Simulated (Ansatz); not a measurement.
C₉H₆N₄, SMILES C1=CC2=NC=CC3=NC=NC(=C1)N23. Atoms are numbered in the order given.

```xyz
19

C     -0.6987    -2.6721     0.0000
C     -1.6889    -1.7078     0.0000
C     -1.3594    -0.3339     0.0000
N     -2.3178     0.6010     0.0000
C     -1.9556     1.8809     0.0000
C     -0.6383     2.3170     0.0000
C      0.3971     1.3650     0.0000
N      1.6886     1.7031     0.0000
C      2.5760     0.7037     0.0000
N      2.3249    -0.5881     0.0000
C      1.0232    -0.9681     0.0000
C      0.6522    -2.3118     0.0000
N      0.0079     0.0099     0.0000
H     -0.9736    -3.7295     0.0000
H     -2.7509    -1.9463     0.0000
H     -2.7710     2.6138     0.0000
H     -0.3579     3.3684     0.0000
H      3.6332     0.9987     0.0000
H      1.4598    -3.0414     0.0000
```
Charge 0, spin multiplicity 1.

Coordinates come from a B3LYP-D3(BJ)/def2-SVP optimisation.

Two levels are set side by side: PBE-D3(BJ)/def2-SVP (Ansatz, a quantum-chemistry and plane-wave program) and B3LYP-D3(BJ)/def2-SVP (Ansatz). Each level has its own optimised geometry; the coordinates shown are those of the second. Differences are taken from unrounded values.

| quantity | B3LYP-D3(BJ) |
|---|---|
| mean bond length (Å) | 1.294 |
| bond C1–C2 (Å) | 1.382 |
| bond C1–C12 (Å) | 1.398 |
| bond C2–C3 (Å) | 1.413 |
| bond C3–N4 (Å) | 1.339 |
| bond C3–N13 (Å) | 1.410 |
| bond N4–C5 (Å) | 1.330 |
| bond C5–C6 (Å) | 1.388 |
| bond C6–C7 (Å) | 1.407 |
| bond C7–N8 (Å) | 1.335 |
| bond C7–N13 (Å) | 1.410 |
| bond N8–C9 (Å) | 1.336 |
| bond C9–N10 (Å) | 1.316 |
| bond N10–C11 (Å) | 1.356 |
| bond C11–C12 (Å) | 1.394 |
| bond C11–N13 (Å) | 1.410 |
| bond C1–H14 (Å) | 1.093 |

Task: What does PBE-D3(BJ) give, and how far is it from B3LYP-D3(BJ)? (Estimate from the structure and the level; the computed values follow.)

Result: 
| quantity | PBE-D3(BJ) | PBE-D3(BJ) minus B3LYP-D3(BJ) |
|---|---|---|
| mean bond length (Å) | 1.301 | 0.007 |
| bond C1–C2 (Å) | 1.390 | 0.008 |
| bond C1–C12 (Å) | 1.402 | 0.004 |
| bond C2–C3 (Å) | 1.418 | 0.005 |
| bond C3–N4 (Å) | 1.347 | 0.008 |
| bond C3–N13 (Å) | 1.418 | 0.008 |
| bond N4–C5 (Å) | 1.337 | 0.007 |
| bond C5–C6 (Å) | 1.395 | 0.008 |
| bond C6–C7 (Å) | 1.412 | 0.006 |
| bond C7–N8 (Å) | 1.344 | 0.009 |
| bond C7–N13 (Å) | 1.416 | 0.006 |
| bond N8–C9 (Å) | 1.343 | 0.006 |
| bond C9–N10 (Å) | 1.326 | 0.010 |
| bond N10–C11 (Å) | 1.361 | 0.005 |
| bond C11–C12 (Å) | 1.403 | 0.009 |
| bond C11–N13 (Å) | 1.416 | 0.006 |
| bond C1–H14 (Å) | 1.100 | 0.008 |

Exact exchange shortens and stiffens bonds; PBE has none. Differences between two approximate levels are no errors against the true value.
